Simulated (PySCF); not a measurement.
B: excitation energy

B [He] 2s2 2p1 (2P) → B [He] 2s1 2p2 (4P), as a difference of total energies. All numbers are calculated (PySCF 2.14, the spin-free X2C one-electron Hamiltonian (Gaussian nucleus), in x2c-TZVPPall with one added diffuse shell each of s, p, d type (6s4p3d1f, 40 functions)). Correlated levels: valence: 1s2 frozen. The calculations carry no spin-orbit coupling.

```tsv
method	excitation energy (cm⁻¹)
UHF	17701
CCSD (valence)	28349
CCSD(T) (valence)	28619
CCSDT (valence)	28706
```

Problem. Estimate what MP2 (valence) gives.

Solution. 24851 cm⁻¹, closest to CCSD (valence) among the rows shown.

Problem. Estimate what SCS-MP2 (valence) gives.

Solution. 27785 cm⁻¹, closest to CCSD (valence) among the rows shown.
